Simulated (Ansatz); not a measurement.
`BO[SiH](O)[SiH3]` + `OB[SiH3]` → `B[SiH2]BO` + `O[SiH](O)[SiH3]`  (formal exchange of groups at a B–O bond)

Calculated with Ansatz (gas phase, PBE0-D4/def2-TZVP geometries, no zero-point term in ΔE). CCSD(T)/CBS is the MP2 limit (def2-TZVPP, def2-QZVPP) plus CCSD(T) − MP2 in def2-TZVPP, frozen cores. This one scheme is used for every species. Functionals use def2-TZVPP. B3LYP here is the variant with VWN-RPA as its local correlation; programs differ in this. Each species was taken in one conformer, which may not be the lowest.

`BO[SiH](O)[SiH3]`:

```xyz
12

B     1.094    1.629   -0.942
O     0.002    1.558   -0.159
Si   -0.820    0.264    0.484
O    -0.635    0.253    2.113
Si    0.006   -1.787   -0.293
H     1.512    2.712   -1.242
H     1.627    0.619   -1.327
H    -2.241    0.512    0.124
H    -1.046    0.952    2.624
H    -0.842   -2.877    0.260
H    -0.068   -1.838   -1.778
H     1.412   -1.998    0.137
```

`OB[SiH3]`:

```xyz
8

O     1.334   -1.073    0.657
B     0.160   -0.410    0.740
Si   -0.495    0.658   -0.853
H     1.564   -1.552    1.458
H    -0.476   -0.468    1.762
H    -0.683    2.084   -0.457
H    -1.829    0.148   -1.283
H     0.425    0.613   -2.023
```

`B[SiH2]BO`:

Cartesian coordinates in Å:
```
B -1.576 0.949 0.399
Si -0.478 -0.709 0.236
B 1.155 -0.138 -0.856
O 2.373 0.036 -0.303
H -1.437 1.697 1.322
H -2.331 1.274 -0.470
H -0.018 -1.234 1.559
H -1.183 -1.803 -0.493
H 1.083 0.078 -2.034
H 2.410 -0.149 0.639
```

`O[SiH](O)[SiH3]`:

```xyz
10

O    -0.136    0.164    1.979
Si    0.100   -0.595    0.536
O     1.694   -0.825    0.188
Si   -0.719    0.661   -1.266
H     0.170    1.069    2.059
H    -0.591   -1.896    0.725
H     2.192   -1.419    0.752
H    -0.070    2.002   -1.287
H    -2.187    0.858   -1.124
H    -0.453   -0.018   -2.562
```

Q: Is it downhill or uphill in electronic energy at CCSD(T)/CBS, and by how much? (Estimate.)

A: The calculation gave: Uphill: ΔE = +1.59 eV.

Q: What do these levels give: PBE-D4, B3LYP-D4, ωB97X-V, B2PLYP, B3LYP, MP2/def2-TZVPP, CCSD(T)/def2-TZVPP, HF/def2-QZVPP, MP2/def2-QZVPP, SCS-MP2/def2-QZVPP, MP2/CBS(def2), CCSD/CBS(def2)? (An estimate is asked.)

A: Ansatz gave: PBE-D4 1.44, B3LYP-D4 1.64, ωB97X-V 1.61, B2PLYP 1.65, B3LYP 1.62, MP2/def2-TZVPP 1.66, CCSD(T)/def2-TZVPP 1.62, HF/def2-QZVPP 1.79, MP2/def2-QZVPP 1.66, SCS-MP2/def2-QZVPP 1.68, MP2/CBS(def2) 1.64, CCSD/CBS(def2) 1.61 eV.

Largest T1 diagnostic among the species: 0.016.

In def2-TZVPP, CCSD(T) changes the Hartree–Fock value by −0.16 eV (the triples alone add −0.01 eV) and MP2 by −0.11 eV. From PBE to PBE0 (25 % exact exchange), in def2-TZVPP and without D4, ΔE moves by +0.06 eV.
